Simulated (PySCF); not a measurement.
Working out the ionisation energy of Mn(2+)

Mn(2+) [Ar] 3d5 (6S) → Mn(3+) [Ar] 3d4 (5D). Calculation: PySCF 2.14, in x2c-TZVPPall (6s5p4d2f1g, 64 functions); the spin-free X2C one-electron Hamiltonian (Gaussian nucleus). Frozen: [Ne]. Energies in hartree (1 hartree = 27.21139 eV):

```
            part  Mn(2+) (lower)  Mn(3+) (upper)
             UHF    -1156.606975    -1155.417929
CCSD correlation       -0.384102       -0.342689
             (T)       -0.006517       -0.005325
```

**Question.** What does Hartree-Fock give?

**Answer.** (-1155.417929) − (-1156.606975) = 1.189046 hartree = 32.356 eV.

**Question.** What do CCSD and CCSD(T) give?

**Answer.** The CCSD correlation energies differ by 0.041413 hartree = 1.127 eV and the triples by 0.001192 hartree = 0.032 eV, so CCSD gives 33.483 eV and CCSD(T) 33.515 eV.

A first-order spin-orbit estimate adds -0.070 eV to CCSD(T) (valence and next inner shell), giving 33.445 eV against 33.668 ± 0.012 eV (measured; NIST Atomic Spectra Database, ionization energies).

What remains against the reference includes basis incompleteness, the frozen core and higher excitations.
